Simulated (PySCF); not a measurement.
# Electric properties by functional and basis

Compound: ClGeH3.
Cartesian coordinates in Å at the PBE0-D3(BJ)/def2-SVP level; atoms count from 1:
```
atom  x, y, z in Å
Cl1    2.0104   -0.0231   -0.0139
Ge2   -0.1537    0.0031   -0.0063
H3    -0.5969    1.4415   -0.3056
H4    -0.6138   -0.4476    1.3865
H5    -0.6287   -0.9683   -1.0951
```

PySCF, dipoles from the SCF density, polarisabilities from static response with core orbitals frozen. Geometry: PBE0-D3(BJ)/def2-SVP; no solvent, vibrations or thermal averaging. The LDA/def2-SVPD calculation is non-relativistic and has no spin–orbit coupling, an omission that weighs most on germanium.

Reference dipole: 2.130 D (measured, gas; NIST CCCBDB Release 22 (SRD 101), experimental dipoles). The anisotropy is √(½[(α1 − α2)² + (α2 − α3)² + (α3 − α1)²]).

```csv
level,μ (D),error (%),α (au),anisotropy (au)
LDA/def2-SVPD,2.021,-5.1,48.89,12.59
PBE/def2-SVPD,1.976,-7.3,47.98,12.58
B3LYP/def2-SVPD,2.047,-3.9,46.85,12.02
PBE0/def2-SVPD,2.081,-2.3,46.28,11.83
BHandHLYP/def2-SVPD,2.151,+1.0,45.15,11.27
CAM-B3LYP/def2-SVPD,2.125,-0.2,46.24,11.61
wB97X-D/def2-SVPD,2.132,+0.1,45.90,11.41
LC-wPBE/def2-SVPD,2.196,+3.1,45.01,11.23
HF/def2-SVPD,2.244,+5.4,43.32,10.21
PBE0/6-31G*,2.288,+7.4,34.34,13.09
PBE0/def2-SVP,1.963,-7.8,36.05,10.51
PBE0/aug-cc-pVDZ,2.057,-3.4,46.17,12.36
PBE0/def2-TZVP,1.976,-7.2,42.34,13.06
PBE0/def2-TZVPD,1.993,-6.4,46.81,11.95
PBE0/aug-cc-pVTZ,2.010,-5.6,46.89,12.07
```

For the dipole, the smallest error is 0.1% (wB97X-D/def2-SVPD) and the largest 7.8% (PBE0/def2-SVP). The dipole runs from 1.96 D (PBE0/def2-SVP) to 2.29 D (PBE0/6-31G*). No reference polarisability is at hand; against PBE0 in the largest diffuse basis at hand (aug-cc-pVTZ) the other PBE0 rows deviate by 6-31G* -27%, def2-SVP -23%, def2-SVPD -1%, aug-cc-pVDZ -2%, def2-TZVP -10%, def2-TZVPD 0%. In one basis (def2-SVPD) the functionals order the polarisability from HF (lowest) to LDA (highest), a spread of 13%. With PBE0 the polarisability is 37.58 au without diffuse functions (mean of 6-31G*, def2-SVP and def2-TZVP) and 46.54 au with them (mean of def2-SVPD, aug-cc-pVDZ, def2-TZVPD and aug-cc-pVTZ). Measured values can belong to vibrating molecules; the computed ones are for one fixed geometry.
